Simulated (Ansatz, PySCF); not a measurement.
Gas-phase reaction (SMILES): C[O][Ge]([CH3])([CH3])[CH3] + 5 [H][H] (H2) → 4 C (CH4) + [GeH4] (GeH4) + O (H2O); energy of full hydrogenation.

Each molecule is optimised on its own at B3LYP-D3(BJ)/def2-TZVP (Ansatz, a first-principles code), one conformer each, not searched for the lowest. Correlated levels leave the core frozen unless marked. Spin-orbit coupling is left out. The frozen core is the preceding noble-gas configuration, with the filled d and f shells of earlier blocks. Non-relativistic. Basis-set limits of correlation are two-point, X^-3; Hartree-Fock from the larger set. Thermal terms are rigid-rotor harmonic-oscillator values from B3LYP-D3(BJ) frequencies (Ansatz or PySCF) at 298.15 K and 1 atm. 1 Eh = 627.5095 kcal/mol.

```tsv
species	E, CCSD(T)/CBS(cc-pVTZ,cc-pVQZ) (Ansatz) (Eh)	E, PBE-D3(BJ)/def2-TZVPD (Ansatz + dftd3) (Eh)	H - E (Eh)
C[O][Ge]([CH3])([CH3])[CH3]	-2310.16052	-2311.38670	0.16310
[H][H] (H2)	-1.17450	-1.16598	0.01336
C (CH4)	-40.45816	-40.46420	0.04840
[GeH4] (GeH4)	-2077.90558	-2079.05959	0.03354
O (H2O)	-76.37426	-76.38147	0.02495
```

Work out ΔE and ΔH at 298.15 K at the first level, then ΔH at the second.


1. ΔE = [4×(-40.45816) + (-2077.90558) + (-76.37426)] - [(-2310.16052) + 5×(-1.17450)] = -0.07946 Eh = -49.9 kcal/mol at CCSD(T)/CBS(cc-pVTZ,cc-pVQZ).
2. The terms H - E add up to 0.02219 Eh, so ΔH = (-0.07946 + (0.02219))×627.5095 = -35.9 kcal/mol.
3. At PBE-D3(BJ)/def2-TZVPD the same steps give ΔE = -51.0 and ΔH = -37.1 kcal/mol, a shift of -1.2 from the first level.
4. These values are not checked against measurement here, since the tables used lack a sound gas-phase enthalpy of formation for at least one species.
